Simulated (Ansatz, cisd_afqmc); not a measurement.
System: SiH2Cl2, charge 0, singlet. SiH2Cl2 (dichlorosilane, SMILES Cl[SiH2]Cl).
B3LYP-D3(BJ)/def2-TZVP minimum from Ansatz (a first-principles code):
```xyz
5

Si    -0.0248    -0.7650     0.0400
Cl     1.6947     0.3538    -0.0114
Cl    -1.6683     0.4617    -0.0313
H     -0.0563    -1.5128     1.3053
H     -0.0459    -1.6411    -1.1402
```
Charge 0, spin multiplicity 1.

Total energies in cc-pV(D+d)Z, 20 correlated electrons, 15 frozen orbitals. Radicals and triplets start from unrestricted determinants; spin-orbit coupling is neglected. Cores are frozen in correlated methods. No relativity. AFQMC is phaseless with a CISD trial state; ± is one standard error, without the phaseless bias. Outlying blocks are dropped, and bars are widened where a walk drifts. Over all cases where full CI ran beside it in this data, AFQMC minus full CI had a median of +0.1 mEh and passed +0.4 mEh in a tenth of the cases.

```csv
method,program,energy (Eh),minus CCSDT(Q) (mEh)
HF,Ansatz,-1209.21285,424.24
MP2,Ansatz,-1209.58453,52.55
CCSD,Ansatz,-1209.62589,11.19
CCSD(T),Ansatz,-1209.63540,1.69
CCSDT(Q),Ansatz,-1209.63708,0.00
AFQMC/CISD,cisd_afqmc,-1209.6369 ± 0.0011,0.2 ± 1.1
```

Rough core times of Ansatz's runs on a shared machine: CCSD(T) under 20 s, CCSDT(Q) 4 min.
